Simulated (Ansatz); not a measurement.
Input file for Ansatz (a first-principles code): R-BLYP/def2-TZVPP on C4H4N2 (SMILES N#CCCC#N), a point of a torsion scan.

Ansatz 0.2 input:
```yaml
crystal:
  periodic: [false, false, false]
  atoms:
    - {symbol: N, position_ang: [-2.36395295, 0.10773299, 1.23040102]}
    - {symbol: C, position_ang: [-1.53848805, 0.28984149, 0.46304880]}
    - {symbol: C, position_ang: [-0.50940189, 0.54389654, -0.51928243]}
    - {symbol: C, position_ang: [0.67239328, -0.45093404, -0.41672415]}
    - {symbol: C, position_ang: [0.49398563, -1.42109038, 0.63943999]}
    - {symbol: N, position_ang: [0.37415115, -2.19718391, 1.46812190]}
    - {symbol: H, position_ang: [-0.97408202, 0.48328497, -1.50723463]}
    - {symbol: H, position_ang: [-0.15859506, 1.56903921, -0.37209403]}
    - {symbol: H, position_ang: [0.78969970, -1.00144030, -1.35418510]}
    - {symbol: H, position_ang: [1.60518340, 0.08430306, -0.21905588]}
basis:
  gaussian:
    orbitals: def2-TZVPP
hamiltonian:
  xc: {name: BLYP}
scf: {lower_state_search: off}
```

Predict the final total energy.

-264.3106 hartree.

How many basis functions does it have, and what does it roughly cost on one machine?

242 functions; about 5 core-seconds (a rough figure).
